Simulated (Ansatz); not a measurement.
Start from `O=[C]([SiH3])[GaH2]` and change one atom or group to get `O=C([SiH3])CBr`.

Ansatz, PBE0-D4/def2-TZVP geometries, multiplicity 1. Each molecule was computed in one conformer, which needn't be the lowest.

Scalar relativity is left out up to krypton. Spin–orbit coupling is left out; it splits and shifts lone-pair levels of the heavy atoms by tenths of an eV.

```csv
property,`O=[C]([SiH3])[GaH2]`
LUMO energy (PBE0/def2-TZVPP) / eV,-1.81
HOMO–LUMO gap (ωB97M-V/def2-TZVPP) / eV,8.52
HOMO energy (B3LYP/def2-TZVPP) / eV,-6.09
size of the dipole moment (ωB97M-V/def2-TZVPP) / D,2.11
HOMO–LUMO gap (PBE0/def2-TZVPP) / eV,4.44
HOMO energy (PBE/def2-TZVPP) / eV,-5.13
```

Question: Give the same properties after the change, and the shifts. (Best estimate.)

Answer: The calculation gave: 
```tsv
property	`O=C([SiH3])CBr`	shift
LUMO energy (PBE0/def2-TZVPP) / eV	-1.84	-0.03
HOMO–LUMO gap (ωB97M-V/def2-TZVPP) / eV	10.04	1.52
HOMO energy (B3LYP/def2-TZVPP) / eV	-7.13	-1.04
size of the dipole moment (ωB97M-V/def2-TZVPP) / D	1.85	-0.26
HOMO–LUMO gap (PBE0/def2-TZVPP) / eV	5.51	1.07
HOMO energy (PBE/def2-TZVPP) / eV	-5.91	-0.78
```

The zero-point energy changes by 43.0 kJ/mol with +3 modes. Dipoles are sizes alone; their direction can turn.

Positive LUMOs are unbound, so they and the gaps depend on the basis.

B3LYP here is the variant with VWN-RPA as its local correlation; programs differ in this.
